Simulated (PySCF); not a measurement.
Job file and geometry (Å, from GFN2-xTB) of an NMR shielding run on SMILES C([C@@H]([SiH2][Si@@H]([SiH2]C)C)F)=O, C4H13FOSi3, GIAO PBE0/pcSseg-1 NMR shielding, non-relativistic, gas phase in PySCF 2.14.0, density-fitted response routines; density fitting, a coarse starting grid and PySCF grid level 2 are the driver's defaults:

```
$ OMP_NUM_THREADS=1 python probes_run.py task.json out

{"job": {"kind": "nmr", "xc": "PBE0", "basis": "pcSseg-1"}, "charge": 0, "multiplicity": 1}
C      2.651811    -0.002254    -2.114909
Si     1.541915     0.713543    -0.743824
Si    -0.080158    -0.864617    -0.128851
C      0.727237    -2.528120     0.355523
Si    -1.496949    -0.275790     1.622241
C     -1.867517     1.629832     1.368408
F     -0.649429     2.288524     1.299717
C     -2.619568     1.783064     0.121067
O     -3.773634     1.471507    -0.032372
H      3.174343    -0.892254    -1.776087
H      2.069333    -0.277499    -2.989725
H      3.402470     0.714883    -2.434363
H      2.403564     1.087438     0.385571
H      0.934809     1.943693    -1.265490
H     -0.955133    -1.190164    -1.282411
H      1.374640    -2.421131     1.221274
H      1.332092    -2.921046    -0.456169
H     -0.018925    -3.279653     0.596841
H     -0.918161    -0.285528     2.974591
H     -2.839656    -0.844613     1.769688
H     -2.403741     2.022270     2.231597
H     -1.999752     2.147299    -0.723166
```

Q: Write the output of this run.

A: 
```
coarse grid: 19448 points
cycle   1  E = -1202.7393115651  dE =  6.535e-01  |g| = 9.358e-01  |ddm| = 4.085e+00
cycle   2  E = -1202.2356519675  dE =  5.037e-01  |g| = 1.841e+00  |ddm| = 2.315e+00
cycle   3  E = -1202.9049483635  dE = -6.693e-01  |g| = 2.322e-01  |ddm| = 1.815e+00
cycle   4  E = -1202.9150976428  dE = -1.015e-02  |g| = 8.445e-02  |ddm| = 2.378e-01
cycle   5  E = -1202.9163570435  dE = -1.259e-03  |g| = 1.873e-02  |ddm| = 7.118e-02
cycle   6  E = -1202.9164213063  dE = -6.426e-05  |g| = 6.941e-03  |ddm| = 1.870e-02
cycle   7  E = -1202.9164306341  dE = -9.328e-06  |g| = 1.579e-03  |ddm| = 6.504e-03
final grid: 173264 points
cycle   8  E = -1202.9836369531  dE = -2.071e-05  |g| = 1.382e-02  |ddm| = 2.536e-02
cycle   9  E = -1202.9835529536  dE =  8.400e-05  |g| = 2.524e-02  |ddm| = 2.561e-02
cycle  10  E = -1202.9836732235  dE = -1.203e-04  |g| = 2.948e-03  |ddm| = 1.772e-02
cycle  11  E = -1202.9836750760  dE = -1.852e-06  |g| = 3.087e-04  |ddm| = 2.409e-03
cycle  12  E = -1202.9836750902  dE = -1.427e-08  |g| = 1.299e-04  |ddm| = 3.576e-04
cycle  13  E = -1202.9836750928  dE = -2.621e-09  |g| = 3.531e-05  |ddm| = 1.250e-04
cycle  14  E = -1202.9836750931  dE = -2.151e-10  |g| = 9.225e-06  |ddm| = 3.851e-05
converged SCF energy = -1202.9836750931

GIAO shielding tensors (ppm)
atom      isotropic    diamagn.    paramagn.     s11        s22        s33       span
  0 C      195.398     252.831     -57.433    191.064    196.773    198.357      7.292
  1 Si     417.631     882.161    -464.529    383.522    412.689    456.684     73.162
  2 Si     436.927     883.314    -446.386    410.952    425.132    474.697     63.745
  3 C      196.267     252.871     -56.605    192.348    195.424    201.027      8.679
  4 Si     411.648     881.991    -470.344    380.530    409.789    444.625     64.095
  5 C       89.621     252.088    -162.468     59.028     84.602    125.232     66.204
  6 F      430.548     478.316     -47.769    372.666    433.057    485.920    113.254
  7 C      -23.154     254.266    -277.420   -112.309    -39.748     82.595    194.904
  8 O     -336.460     394.300    -730.760  -1000.220   -401.567    392.407   1392.628
  9 H       31.525      30.824       0.700     26.282     30.094     38.199     11.917
 10 H       31.560      31.114       0.446     26.740     29.347     38.593     11.853
 11 H       31.205      28.030       3.176     25.970     27.911     39.735     13.765
 12 H       27.610      31.263      -3.652     23.856     26.725     32.249      8.393
 13 H       27.625      31.472      -3.847     23.190     27.252     32.434      9.243
 14 H       27.568      32.252      -4.683     24.627     25.699     32.380      7.753
 15 H       31.658      31.653       0.005     27.252     29.024     38.699     11.447
 16 H       31.318      31.129       0.189     25.547     29.398     39.007     13.460
 17 H       31.356      30.307       1.049     25.740     28.858     39.468     13.728
 18 H       27.635      30.569      -2.934     24.788     25.566     32.552      7.765
 19 H       27.668      30.462      -2.795     23.917     25.543     33.543      9.626
 20 H       26.084      28.043      -1.960     22.046     26.649     29.557      7.511
 21 H       21.303      31.019      -9.715     18.504     20.735     24.672      6.168
```

Q: Turn these shieldings into chemical shifts. Scale: 13C (σ = 186.93 ppm) and 29Si (σ = 349.16 ppm) and 1H (σ = 31.72 ppm) vs TMS; 19F (σ = 170.95 ppm) against CFCl3; H2O for 17O (σ = 336.08 ppm) (reference shieldings calculated alike).

A: Averaging equivalent atoms: C 7: 210.1; C 5: 97.3; C 0: -8.5; C 3: -9.3; Si 4: -62.5; Si 1: -68.5; Si 2: -87.8; F 6: -259.6; O 8: 672.5; H 21: 10.41; H 20: 5.63; H 14: 4.15; H 12: 4.11; H 13: 4.09; H 18: 4.08; H 19: 4.05; H 9/10/11: 0.29; H 15/16/17: 0.27 ppm. Unscaled 19F shifts against computed CFCl3 carry errors that often reach 10 to 50 ppm. Unscaled 17O shifts of doubly bonded oxygen tend to come out too high, by tens of ppm or more. Experimental scales use liquid or dissolved standards, which lie at an offset from isolated H2O (liquid H2O: subtract about 36 ppm).

Size and cost of the density-fitted run: 239 basis functions, 2.2 min wall time on 1 thread of an Arm Neoverse N1, shared host; peak memory 1.1 GiB.
